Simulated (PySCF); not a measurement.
In(F)(Br)(OH) (BrFHInO), SMILES [OH][In]([F])[Br].

Geometry: B3LYP-D3(BJ)/def2-SVP. The structure was generated by enumeration; whether it is a known compound was not checked. The def2 effective core potentials stand for the cores of In; spin–orbit coupling is left out. Other conformers were not sampled.

Two levels are set side by side: TDDFT-PBE/def2-SVPD (PySCF) and TDDFT-M06-2X/def2-SVPD (PySCF). Vertical, same geometry. The lowest singlet is HOMO−1→LUMO 100 % with PBE and HOMO−1→LUMO 86 % with the other functional; states are paired by order. Differences are taken from unrounded values.

| quantity | TDDFT-M06-2X |
|---|---|
| lowest singlet excitation (eV) | 4.98 |
| lowest triplet excitation (TDA) (eV) | 4.63 |
| first bright state (f over 0.05) (eV) | 6.17 |
| its oscillator strength | 0.07 |

What does TDDFT-PBE give, and how far is it from TDDFT-M06-2X? (The exact figures need the calculation; the answer reports its results.)


| quantity | TDDFT-PBE | TDDFT-PBE minus TDDFT-M06-2X |
|---|---|---|
| lowest singlet excitation (eV) | 3.88 | -1.10 |
| lowest triplet excitation (TDA) (eV) | 3.56 | -1.07 |
| first bright state (f over 0.05) (eV) | 6.38 | 0.20 |
| its oscillator strength | 0.10 | 0.03 |

A lower first singlet is the usual sign of a functional without exact exchange. Differences between two approximate levels are no errors against the true value.

Rough cost on one machine, each run with all the roots and properties that it gave: TDDFT-M06-2X against TDDFT-PBE about 10 times.
